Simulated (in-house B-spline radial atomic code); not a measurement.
# Ionising the tungsten ion W²⁹⁺ with different functionals

Computed with a radial B-spline atomic code at the basis-set limit: four-component Dirac-Coulomb Hamiltonian, Fermi nucleus of rms radius 5.3658 fm, spin-restricted, spherical fractional occupations for the functionals. The ionisation energy is the difference of two self-consistent energies, [Kr] 4d9 → [Kr] 4d8, without Breit or QED terms; ε is the level of the shell that loses the electron (mean over j). The electron is taken from both j subshells in proportion to 2j + 1, so the result is a j average, not the step between ground levels.

```tsv
method	rung	ΔSCF (eV)	-ε(4d) (eV)
OLYP	GGA	1188.45	1163.21
AM05	GGA	1185.80	1160.57
PBEsol	GGA	1185.82	1160.59
BLYP	GGA	1185.64	1160.41
```

Problem. How do they compare with the NIST value?

Solution. NIST lists 1180 eV ± 1.4 (semi-empirical, ground level to ground level). Errors run from +5.64 to +8.45 eV. The correlated functionals all miss on the same side by more than they spread, so the cause is common to them (Breit-QED terms, spin polarisation, the choice among j levels, multiplet and fine-structure energies, or a listed next ion that isn't the cheapest removal here) and closeness doesn't rank the functionals.
